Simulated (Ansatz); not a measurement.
The pair A = C2H2 (SMILES C#C) (first 4 atoms), B = CH3F (SMILES CF); geometry from B3LYP-D3(BJ)/def2-TZVP.
(charge 0, multiplicity 1):
```xyz
9

C     -0.13297    -0.10575     0.11219
C      0.35732     0.38158    -0.86584
H     -0.55975    -0.53368     0.98988
H      0.78738     0.81100    -1.73749
C      0.62799    -0.06299     3.63866
F     -0.47858    -0.78749     3.19063
H      1.11102     0.39948     2.77786
H      0.28125     0.69960     4.33578
H      1.31219    -0.75088     4.13505
```

Frozen-core correlation. MP2 and its Hartree–Fock in aug-cc-pVQZ are density fitted.

Run with Ansatz (Gaussian orbitals). 

Total energies (hartree), monomers frozen at their geometry in the pair:

| structure | HF/aug-cc-pVQZ | MP2/aug-cc-pVDZ | MP2/aug-cc-pVQZ |
|---|---|---|---|
| AB | -215.9630353 | -216.5122712 | -216.7704279 |
| A in the pair's basis | -76.8549550 | -77.0913194 | -77.1854477 |
| B in the pair's basis | -139.1063471 | -139.4177287 | -139.5812352 |
| A | -76.8549445 | -77.0906820 | -77.1853324 |
| B | -139.1062902 | -139.4169384 | -139.5810199 |

Work out the interaction energy without and with the counterpoise correction, and the superposition error, for each level.


E(AB) − E(A) − E(B), times 627.509 kcal/mol, with the monomers in their own basis and then in the pair's basis:
- HF/aug-cc-pVQZ: -1.13 uncorrected, -1.09 corrected; the monomers gain 0.04 kcal/mol from borrowed functions
- MP2/aug-cc-pVDZ: -2.92 uncorrected, -2.02 corrected; the monomers gain 0.90 kcal/mol from borrowed functions
- MP2/aug-cc-pVQZ: -2.56 uncorrected, -2.35 corrected; the monomers gain 0.21 kcal/mol from borrowed functions

Ansatz is a program for electronic structure.
